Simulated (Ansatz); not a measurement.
C4H13NSi (`CN(C)[SiH](C)C`), relaxed with RKS PBE-D4/def2-SVP in the Gaussian-basis code of Ansatz from a rough embedded geometry. The force threshold is 0.03 eV/Å; the program also tests the step.

The species carries charge 0 and has multiplicity 1.

Start:

```xyz
19

C     1.585    0.828   -0.678
N     0.525    0.727    0.368
C     0.054    2.082    0.615
Si   -0.586   -0.548    0.543
C    -1.690   -0.629   -1.019
C     0.317   -2.202    0.729
H     2.333    1.522   -0.429
H     1.097    1.058   -1.620
H     2.083   -0.215   -0.762
H    -0.525    2.138    1.558
H    -0.505    2.481   -0.193
H     0.931    2.776    0.839
H    -1.451   -0.380    1.666
H    -2.216    0.268   -1.135
H    -1.086   -0.809   -1.930
H    -2.421   -1.465   -0.897
H     0.970   -2.155    1.619
H     0.944   -2.456   -0.144
H    -0.359   -3.020    0.868
```

Problem. How much energy does the relaxation release, and in how many steps? (An estimate is asked.)

Solution. Computed: 60.62 kJ/mol, in 7 steps.

Problem. Which bonds change most? (Best estimate.)

Solution. The calculation gave: Si4–H13 from 1.427 to 1.509 Å; C1–H7 from 1.051 to 1.117 Å; C5–H14 from 1.047 to 1.110 Å; C3–H11 from 1.060 to 1.121 Å.

Problem. Give the relaxed structure. (Estimate.)

Solution. Computed: 
```xyz
19

C     1.629    0.762   -0.604
N     0.496    0.807    0.297
C     0.062    2.151    0.615
Si   -0.605   -0.557    0.464
C    -1.821   -0.750   -0.978
C     0.388   -2.151    0.658
H     2.500    1.318   -0.181
H     1.419    1.216   -1.608
H     1.961   -0.282   -0.775
H    -0.770    2.129    1.350
H    -0.293    2.730   -0.277
H     0.893    2.744    1.069
H    -1.394   -0.271    1.718
H    -2.428    0.169   -1.113
H    -1.282   -0.941   -1.930
H    -2.520   -1.596   -0.809
H     1.147   -2.055    1.461
H     0.909   -2.435   -0.281
H    -0.291   -2.988    0.922
```
